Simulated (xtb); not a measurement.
xtb input (GFN2-xTB):

```bash
xtb mol.xyz --gfn 2 --ohess tight --chrg -1 --uhf 0
```
mol.xyz:
```
9

O      1.92400950    -0.60119109    -0.18738022
C      0.79414934    -0.12532177    -0.13950574
C      0.24741431     1.14405055    -0.28354015
C     -1.20632328     0.98915124    -0.04020599
C     -1.46984842    -0.24192337     0.33733683
O     -0.31945849    -1.01889959     0.31666412
H      0.77692874     1.97110200    -0.63408322
H     -1.93131465     1.77493163    -0.04034086
H     -2.36740771    -0.76452066     0.60608619
```

End of the output:

```
   ------------------------------------------------------------------------
       1    290.09    -0.43931 ( 99.91%)    -0.53557 (  0.09%)    -0.43939
Note: The following floating-point exceptions are signalling: IEEE_UNDERFLOW_FLAG IEEE_DENORMAL
normal termination of xtb
   ------------------------------------------------------------------------

   temp. (K)  partition function   enthalpy   heat capacity  entropy
                                   cal/mol     cal/K/mol   cal/K/mol   J/K/mol
 298.15  VIB   2.09                 1108.700     11.212      5.186
         ROT  0.860E+05              888.752      2.981     25.560
         INT  0.180E+06             1997.452     14.193     30.746
         TR   0.732E+27             1481.254      4.968     39.147
         TOT                        3478.7063    19.1607    69.8935   292.4345

       T/K    H(0)-H(T)+PV         H(T)/Eh          T*S/Eh         G(T)/Eh
   ------------------------------------------------------------------------
    298.15    0.554367E-02    0.646657E-01    0.332087E-01    0.314570E-01
   ------------------------------------------------------------------------

         :::::::::::::::::::::::::::::::::::::::::::::::::::::
         ::                  THERMODYNAMIC                  ::
         :::::::::::::::::::::::::::::::::::::::::::::::::::::
         :: total free energy         -18.392445915980 Eh   ::
         ::.................................................::
         :: total energy              -18.423902910183 Eh   ::
         :: zero point energy           0.059121995299 Eh   ::
         :: G(RRHO) w/o ZPVE           -0.027665001096 Eh   ::
         :: G(RRHO) contrib.            0.031456994203 Eh   ::
         :::::::::::::::::::::::::::::::::::::::::::::::::::::

optimized geometry written to: xtbopt.xyz

           -------------------------------------------------
          | TOTAL ENERGY              -18.423902910183 Eh   |
          | TOTAL ENTHALPY            -18.359237243492 Eh   |
          | TOTAL FREE ENERGY         -18.392445915980 Eh   |
          | GRADIENT NORM               0.000142880967 Eh/α |
          | HOMO-LUMO GAP               3.796748152255 eV   |
           -------------------------------------------------

------------------------------------------------------------------------
------------------------------------------------------------------------
 total:
 SCF:
 ANC optimizer:
 analytical hessian:
```

It need not be the lowest isomer of its formula. Whether it binds its extra electron was not tested at this geometry.
